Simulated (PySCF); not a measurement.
**How methods differ on the electron affinity of Br**

Br⁻ [Kr] (1S) → Br [Ar] 3d10 4s2 4p5 (2P), as a difference of total energies. Computed with PySCF 2.14 in aug-cc-pwCVDZ-PP with ECP10MDF (6s5p4d1f, 48 functions), with a scalar-relativistic core potential. Correlated levels: valence: 3s2 3p6 3d10 frozen; valence and next inner shell: nothing frozen outside the core potential. The calculations carry no spin-orbit coupling.

| method | electron affinity (eV) | difference from reference (eV) |
| --- | --- | --- |
| UHF | 2.417 | -0.947 |
| LDA | 3.753 | +0.389 |
| PBE | 3.493 | +0.129 |
| PBE0 | 3.453 | +0.089 |
| r2SCAN | 3.522 | +0.158 |
| M06-L | 3.272 | -0.092 |
| B3LYP | 3.538 | +0.174 |
| M06 | 3.313 | -0.051 |
| BLYP | 3.410 | +0.046 |
| MP2 (valence) | 3.334 | -0.030 |
| SCS-MP2 (valence) | 3.254 | -0.110 |
| MP2 (valence and next inner shell) | 3.365 | +0.001 |
| SCS-MP2 (valence and next inner shell) | 3.272 | -0.092 |

Reference: 3.364 eV (measured; photodetachment measurements, as compiled on the Wikipedia data page of electron affinities).

The reference lies between the lowest fine-structure levels, while these numbers refer to the centres of the terms.

Errors of the correlated levels include the incompleteness of this basis and the frozen core.

In the anion the highest occupied orbital energy is positive at PBE, M06-L, BLYP, a self-interaction effect; the basis confines that electron, and the energy difference can still be sensible.
